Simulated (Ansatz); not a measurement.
**Abstraction of Cl: CH2ClF + GeH(GeH3)Cl → CH2F + GeH(GeH3)Cl2**

Gas-phase species: CH2ClF (chlorofluoromethane) `FCCl`, singlet; GeH(GeH3)Cl, doublet; CH2F `[CH2]F`, doublet; GeH(GeH3)Cl2, singlet. A radical takes Cl: the energy is the difference in strength between the C–Cl bond broken and the Ge–Cl bond made.

Shapes, held fixed at every level: PBE0-D4/def2-TZVP. Programs: Ansatz 0.2.0. The zero-point and thermal change to 298 K, harmonic and unscaled (PBE0-D4/def2-TZVP), is -7.1 kJ/mol.

Question: Estimate ΔH(298 K) of this reaction.

Answer: The highest level, CCSD(T)/def2-TZVPP, gives ΔH(298 K) = -48.3 kJ/mol; the levels span -56.1 to -31.3. The column of differences is taken from that level and isn't an error. No measured value is set beside it here. Open shells run unrestricted. Relativity is left out for Ge. Outer-core shells of Ge are correlated, in sets that cover them unevenly. Times are processor times on shared x86 and Arm servers, and rough.

```tsv
level	kind	ΔH(298 K) (kJ/mol)	less CCSD(T)/def2-TZVPP	CPU time (sum over the molecules)
PBE-D4/def2-TZVPP	GGA	-31.3	+17.0	28 s
BHLYP-D4/def2-TZVPP	global hybrid	-56.1	-7.8	46 s
PBE0-D4/def2-TZVPP	global hybrid	-41.5	+6.8	43 s
wB97M-V/def2-TZVPP	range-separated hybrid	-39.2	+9.1	2.3 min
wB97X-V/def2-TZVPP	range-separated hybrid	-46.9	+1.4	99 s
CCSD/def2-TZVPP	coupled cluster or CI	-51.1	-2.8	–
CCSD(T)/def2-TZVPP	coupled cluster or CI	-48.3	0.0	–
```
